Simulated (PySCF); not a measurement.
This script is equivalent to a calculation on Ca⁺ (calcium, charge +1).

```python
from pyscf import gto, scf, dft, mp, cc
import basis_set_exchange as bse
mol = gto.M(atom="Ca 0 0 0", charge=1, spin=1, symmetry="D2h",
            basis=gto.basis.parse(bse.get_basis("pcseg-2", elements=["Ca"], fmt="nwchem", header=False)))
mf = dft.UKS(mol, xc="R2SCAN")
mf.irrep_nelec = {'Ag': (4, 3), 'B1u': (2, 2), 'B2u': (2, 2), 'B3u': (2, 2)}
mf.kernel()
```

**Question.** What total energy does it give?

**Answer.** -677.301 hartree (calculated).

**Question.** Which occupied shell lies highest, and where?

**Answer.** 4s α, at -9.400 eV.

**Question.** What is ⟨S²⟩, and what would a pure spin state give?

**Answer.** 0.750, against 0.75.
